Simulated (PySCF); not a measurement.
**Dipole response of Tl⁺ (thallium, charge +1)**

[Xe] 4f14 5d10 6s1 6p1, high-spin 3P determinant (an excited configuration). Calculation: PySCF 2.14, in aug-cc-pVQZ-PP with one added diffuse shell each of s, p, d, f, g type with ECP60MDF (8s8p6d4f3g, 117 functions); scalar relativity through the core potential. Coupled (time-dependent) response in atomic units; α is the mean over directions.

```csv
method,mean α (bohr³),"α xx, yy, zz",C₆ (like pair),S(−4)
PBE0,28.55,"24.82, 36.00, 24.82",226.8,347.8
```

S(−4) is the Cauchy moment in α(ω) = α(0) + S(−4) ω² + …

Spin-orbit coupling is absent.

α(iu) at PBE0:

```csv
u (hartree),α(iu) (bohr³)
0,28.55
0.0500,27.71
0.100,25.57
0.200,20.13
0.300,15.61
0.500,10.22
0.750,6.971
1.00,5.225
1.50,3.362
2.00,2.366
3.00,1.343
5.00,0.5841
```

A single London oscillator, α(iu) = α/(1 + u²/ω²), gives C₆ = (3/4) ω α². Matching the computed C₆ needs ω = 4 × 226.8 / (3 × 28.55²) = 0.371 hartree.

For an ion, C₆ is the dispersion term alone; charge-induced terms of lower order in 1/R come first.

The components differ because the open shell of this determinant is not spherical; for a pure term their mean is the scalar polarisability.

Energies and moments cover only the electrons outside the core potential. Spin-orbit coupling, absent here, splits the open shell strongly.
